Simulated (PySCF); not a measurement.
Nuclear quadrupole coupling in [CrS4]2-

Compound: [CrS4]2- (charge -2 and singlet state).
Z-matrix (Å and degrees, PBE0-D3(BJ)/def2-SVP geometry), rows numbered from 1:
```
Cr
S   1  2.0630
S   1  2.0590  2  109.35
S   1  2.0627  2  109.71  3  -119.93
S   1  2.0621  2  109.74  3   119.76
```

Field gradients from the PBE0/pcSseg-1 (pcSseg-2 on Cr) density (PySCF, non-relativistic), principal values in atomic units, ordered |Vxx| ≤ |Vyy| ≤ |Vzz|:

```json
{"atom": "S2", "Vxx": "-0.2452", "Vyy": "-0.2501", "Vzz": "0.4954"}
{"atom": "S3", "Vxx": "-0.2433", "Vyy": "-0.2456", "Vzz": "0.4889"}
{"atom": "S4", "Vxx": "-0.2473", "Vyy": "-0.2493", "Vzz": "0.4967"}
{"atom": "S5", "Vxx": "-0.2458", "Vyy": "-0.2499", "Vzz": "0.4957"}
```

Task: Find the asymmetry η = (Vxx − Vyy)/Vzz and the couplings χ = eQV/h (234.96 MHz × Q in barn × V in au), with Q(33S) = −0.0678 b.

Result: 
```csv
atom,environment,nucleus,η,χzz (MHz),χxx (MHz),χyy (MHz)
S2,sulfur bonded to Cr,33S,0.01,-7.89,3.91,3.98
S3,sulfur bonded to Cr,33S,0.00,-7.79,3.88,3.91
S4,sulfur bonded to Cr,33S,0.00,-7.91,3.94,3.97
S5,sulfur bonded to Cr,33S,0.01,-7.90,3.92,3.98
```

The gradient is axial or nearly so (η below 0.05) at S2, S3, S4 and S5. At Cr1 no principal value exceeds 0.01 au. 

Task: What is Vzz at S5 in SI units (1 au = 9.71736 × 10²¹ V/m²)?

Result: 0.4957 au = 4.817 × 10²¹ V/m².

Whether so highly charged an anion holds all its electrons in the gas phase wasn't checked; a finite basis holds them in any case. The ion is multiply charged and computed without counter-ions or solvent. The pcSseg-1 basis has no diffuse functions, a weakness for an anion. The HOMO energy is positive at this level (+2.90 eV), so the outermost electrons may be held by the finite basis alone. A larger basis could move these couplings by a tenth or more.

The run behind these numbers computed NMR shieldings as well. The run took 21 s wall on an Arm Neoverse V1 with one thread, on a shared host.
The closed-shell solution of the metal species wasn't tested for stability.
